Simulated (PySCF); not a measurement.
H2OSi, charge +1, multiplicity 2. Atoms are numbered in the order given.

```xyz
4

Si     0.0000     0.0000     0.4821
O      0.0000     0.0000    -1.1208
H      0.0000    -1.3366     1.1084
H      0.0000     1.3366     1.1084
```
Charge +1, spin multiplicity 2.

Geometry optimised at r2SCAN-D4/def2-TZVP. The spin state was assumed, not searched.

Computed with PySCF with PBE/def2-TZVPD.

Mulliken values depend strongly on the basis, most of all with diffuse functions as here. ESP charges are fitted to the potential on shells at 1.4 to 2.0 van der Waals radii. Atomic charges (e):

| atom | ESP fit | Mulliken | Mulliken spin |
|---|---|---|---|
| Si1 | ? | 0.59 | -0.02 |
| O2 | ? | 0.03 | 0.89 |
| H3 | ? | 0.19 | 0.06 |
| H4 | ? | 0.19 | 0.06 |

Problem. Fill in the missing entries. (An estimate is asked for; the answer gives what the named calculation found.)

Solution. 
- Si1, ESP fit: 0.92
- O2, ESP fit: -0.11
- H3, ESP fit: 0.09
- H4, ESP fit: 0.09
